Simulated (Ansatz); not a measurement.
`F[BH][GeH2][F]` + `O[SiH3]` → `[F][GeH2][O][SiH3]` + `BF` at 500 K and 1 bar (cleavage of the Ge–B bond).

Program: Ansatz. Geometries: PBE0-D4/def2-TZVP. ΔE: electronic, gas phase. CCSD(T)/CBS is the MP2 limit (def2-TZVPP, def2-QZVPP) plus CCSD(T) − MP2 in def2-TZVPP, frozen cores. This one scheme is used for every species. For Ge outer-core shells are correlated without core-valence functions, which leaves a few kJ/mol of doubt a bond. Scalar relativity is left out up to krypton. One conformer a species, not always the lowest.

| species | CCSD(T)/CBS energy (Eh) | H − E (kJ/mol) | S (J/(mol·K)) |
| --- | --- | --- | --- |
| `F[BH][GeH2][F]` | -2302.35660 | 124.2 | 377.5 |
| `O[SiH3]` | -366.69042 | 127.5 | 292.9 |
| `[F][GeH2][O][SiH3]` | -2543.25592 | 170.5 | 421.0 |
| `BF` | -125.82039 | 77.9 | 244.4 |

H − E and S are ideal-gas, rigid-rotor, harmonic terms from PBE0-D4/def2-TZVP, for one conformer and one mirror image of each species. 1 Eh = 2625.50 kJ/mol, R = 8.31446 J/(mol·K).

Q: By hand: ΔE, ΔH, ΔS and ΔG.

A: ΔE = (-2543.25592) + (-125.82039) − (-2302.35660) − (-366.69042) = -0.02929 Eh = -76.9 kJ/mol. Δ(H − E) = 170.5 + 77.9 − 124.2 − 127.5 = -3.3, so ΔH = -80.2 kJ/mol. ΔS = 421.0 + 244.4 − 377.5 − 292.9 = -5.0 J/(mol·K). ΔG = -80.2 − 500 × (-5.0)/1000 = -77.7 kJ/mol.

Q: By hand: the equilibrium constant, and the temperature at which ΔG would vanish if ΔH and ΔS stayed fixed.

A: log₁₀ K = −ΔG/(RT ln 10) = 8.1. ΔG = 0 at ΔH/ΔS = 16040 K, far beyond where these terms or the molecules hold.

The number of gas molecules stays the same, so ΔS is small and ΔH decides. A doubt of 5 kJ/mol in ΔE shifts log₁₀ K by 0.5 here. Other conformers and mirror images would add mixing entropy, several J/(mol·K) or more a flexible species. Modes under 60 cm⁻¹, often nearly free rotors, make the harmonic entropy too high. These are equilibria of isolated gas molecules and say nothing of rates. Largest T1 diagnostic: 0.013 (customary marks: 0.02 for closed shells, 0.045 for open ones).
